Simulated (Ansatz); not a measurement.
Start from `C[O][Hf]1234([F])([N](C)C)[C@H]5[C@@H]1[C@@H]2[C@@H]3[C@H]54` and change one atom or group to get `C[O][Hf]1234([OH])([N](C)C)[C@H]5[C@@H]1[C@@H]2[C@@H]3[C@H]54`.

Ansatz, PBE0-D4/def2-TZVP geometries, multiplicity 1. Each molecule was computed in one conformer, which needn't be the lowest. `C[O][Hf]1234([F])([N](C)C)[C@H]5[C@@H]1[C@@H]2[C@@H]3[C@H]54` holds a close contact that its SMILES doesn't draw: H···Hf 2.67 Å.

Elements past krypton have def2 core potentials.

```json
{"property": "size of the dipole moment (B3LYP/def2-TZVPP) / D", "`C[O][Hf]1234([F])([N](C)C)[C@H]5[C@@H]1[C@@H]2[C@@H]3[C@H]54`": "2.35"}
{"property": "size of the dipole moment (ωB97M-V/def2-TZVPP) / D", "`C[O][Hf]1234([F])([N](C)C)[C@H]5[C@@H]1[C@@H]2[C@@H]3[C@H]54`": "2.36"}
{"property": "LUMO energy (B3LYP/def2-TZVPP) / eV", "`C[O][Hf]1234([F])([N](C)C)[C@H]5[C@@H]1[C@@H]2[C@@H]3[C@H]54`": "-0.14"}
{"property": "HOMO–LUMO gap (PBE0/def2-TZVPP) / eV", "`C[O][Hf]1234([F])([N](C)C)[C@H]5[C@@H]1[C@@H]2[C@@H]3[C@H]54`": "6.18"}
{"property": "HOMO–LUMO gap (PBE/def2-TZVPP) / eV", "`C[O][Hf]1234([F])([N](C)C)[C@H]5[C@@H]1[C@@H]2[C@@H]3[C@H]54`": "4.07"}
{"property": "HOMO–LUMO gap (ωB97M-V/def2-TZVPP) / eV", "`C[O][Hf]1234([F])([N](C)C)[C@H]5[C@@H]1[C@@H]2[C@@H]3[C@H]54`": "9.77"}
```

Question: What does the change do to each property? (Best estimate.)

Answer: The calculation gave: 
```csv
property,`C[O][Hf]1234([OH])([N](C)C)[C@H]5[C@@H]1[C@@H]2[C@@H]3[C@H]54`,shift
size of the dipole moment (B3LYP/def2-TZVPP) / D,1.12,-1.23
size of the dipole moment (ωB97M-V/def2-TZVPP) / D,1.04,-1.32
LUMO energy (B3LYP/def2-TZVPP) / eV,-0.16,-0.02
HOMO–LUMO gap (PBE0/def2-TZVPP) / eV,5.89,-0.29
HOMO–LUMO gap (PBE/def2-TZVPP) / eV,3.80,-0.27
HOMO–LUMO gap (ωB97M-V/def2-TZVPP) / eV,9.40,-0.37
```

Dipoles are sizes alone; their direction can turn.

B3LYP here is the variant with VWN-RPA as its local correlation; programs differ in this.

Positive LUMOs are unbound, so they and the gaps depend on the basis.
